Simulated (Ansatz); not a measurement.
Mulliken charges of Cl2I2Sn (`[Cl][Sn]([Cl])([I])[I]`) from B3LYP/def2-TZVPP in Ansatz (PBE0-D4/def2-TZVP geometry).

| atom | x (Å) | y (Å) | z (Å) | charge (e) |
| --- | --- | --- | --- | --- |
| Cl1 | -0.447 | -0.468 | 2.228 | -0.304 |
| Sn2 | 0.028 | -0.038 | 0.014 | 0.934 |
| Cl3 | 1.864 | -1.321 | -0.528 | -0.304 |
| I4 | -2.027 | -0.769 | -1.483 | -0.163 |
| I5 | 0.632 | 2.522 | -0.273 | -0.163 |

Problem. By hand: the dipole of these point charges (1 e Å = 4.8032 D).

Solution. Σ q r = (-0.177, 0.223, -0.217) e Å, of length 0.358 e Å = 1.72 D.

Problem. How does the dipole of the full density compare? (Estimate.)

Solution. The calculation gave: (-0.150, 0.189, -0.184) e Å, 1.46 D; the point charges give 1.18 times that, at 0° from its direction.

Point charges leave out the atoms' own dipoles, such as those of lone pairs, and Mulliken's split depends on the basis, so the two needn't agree.

B3LYP here is the variant with VWN-RPA as its local correlation; programs differ in this.
